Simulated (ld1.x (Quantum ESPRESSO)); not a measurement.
Configuration tests for Sb (Z = 51) (TM semilocal)

* Element: Sb (Z = 51)
* Generator: ld1.x (Quantum ESPRESSO) 7.5
* Type: norm-conserving Troullier–Martins (semilocal form)
* Functional: PBEsol
* Relativity: scalar-relativistic
* Frozen core: [Kr] 4d10
* Valence charge: 5
* Reference configuration: 5s1 5p4
* Partial waves: 5s (bound): rc 1.52 bohr; 5p (bound): rc 1.48 bohr
* Local potential: the p channel
* Core correction: none

Energies are relative to the spin-unpolarised reference configuration 5s1 5p4; without spin polarisation the order of configurations can differ from experiment.

Q: Give the all-electron excitation energy and the error of the potential for: 5s2 5p3; 5s2 5p2; 5s2 5p1; 5s1 5p0; 5s2 5p2.5; 5s1 5p3; 5s2 5p0.

A:

```json
{"valence configuration": "5s2 5p3", "charge": "0", "ΔE all-electron (eV)": "-8.142", "error AE − PS (meV)": "+40"}
{"valence configuration": "5s2 5p2", "charge": "+1", "ΔE all-electron (eV)": "0.202", "error AE − PS (meV)": "+33"}
{"valence configuration": "5s2 5p1", "charge": "+2", "ΔE all-electron (eV)": "16.214", "error AE − PS (meV)": "+35"}
{"valence configuration": "5s1 5p0", "charge": "+4", "ΔE all-electron (eV)": "84.991", "error AE − PS (meV)": "-3.2"}
{"valence configuration": "5s2 5p2.5", "charge": "+0.5", "ΔE all-electron (eV)": "-4.869", "error AE − PS (meV)": "+36"}
{"valence configuration": "5s1 5p3", "charge": "+1", "ΔE all-electron (eV)": "8.966", "error AE − PS (meV)": "+7.2"}
{"valence configuration": "5s2 5p0", "charge": "+3", "ΔE all-electron (eV)": "40.659", "error AE − PS (meV)": "+34"}
```

ld1.x printed “convergence not achieved” for 4 of the counted tests; their residual had stalled under 1e-8, short of the target of 1e-14.
